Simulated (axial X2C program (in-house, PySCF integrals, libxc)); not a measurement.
**Worked dissociation energy of ScI⁺: CCSD, without spin–orbit coupling**

Calculated with an in-house relativistic program for diatomic molecules. Spin-free means the one-electron spin-free X2C Hamiltonian. Basis: I dyall-cv3z [11s12p8d4f1g], Sc dyall-cv3z [10s11p7d5f2g] (cores contracted in-house); Gaussian nuclei, density fitting, unrestricted open shells. Masses: I 126.904 u, Sc 44.956 u.

Molecular state: M_S = 1/2, Λ = 2 (beyond evenly filled blocks: δ+α).

Correlated methods: 9 electrons correlated (number of frozen shells: I 4 s, 3 p, 2 d; Sc 3 s, 2 p), 351 virtual spin orbitals or spinors in MP2, 90 natural virtuals in coupled cluster.

* E(I) (2M_S = 1, M_L = 0): -7112.893546 hartree
* E(Sc+) (2M_S = 2, M_L = 0): -763.103399 hartree
* E(ScI⁺) at Re: -7876.107355 hartree
* ωe: 300.2 cm⁻¹
* ωexe: 0.616 cm⁻¹

Task: Work out De and D0.

Result: De = -7112.893546 + (-763.103399) − (-7876.107355) = 0.11041 hartree = 3.004 eV. The zero-point energy is ωe/2 − ωexe/4 = 150 cm⁻¹ = 0.019 eV, so D0 = 2.986 eV.

De is counted from the lowest determinant-based energies of the atoms at the same level, without counterpoise correction. CCSD ran in a truncated set of natural virtual spinors with an MP2 remainder; without triples it tends to underbind. The state is one determinant with fixed occupations, lowest in a PBE0 search at one distance only: followed along the bond, the spin-free determinant M_S = 1/2, Λ = 0 reaches 0.01 eV lower at PBE0, at Re = 2.532 Å, so the state shown is not the lowest. The outer-core s and p shells of the metal are frozen in the correlated rows, which leaves out core–valence correlation; for alkali and alkaline-earth bonds that tends to lengthen them. With the outer-core shells frozen, correlated bond lengths of heavy atoms tend to come out a few hundredths of an ångström too long. Spin-free De lacks the spin–orbit lowering of the heavy p-block atom, a tenth of an eV or more for 4p and 5p, up to an eV for 6p and one to two eV for 7p atoms, less what an open-shell molecule gains itself.

Each atomic determinant is the lowest at this level and need not be a pure term. Totals compare only within one Hamiltonian and basis.
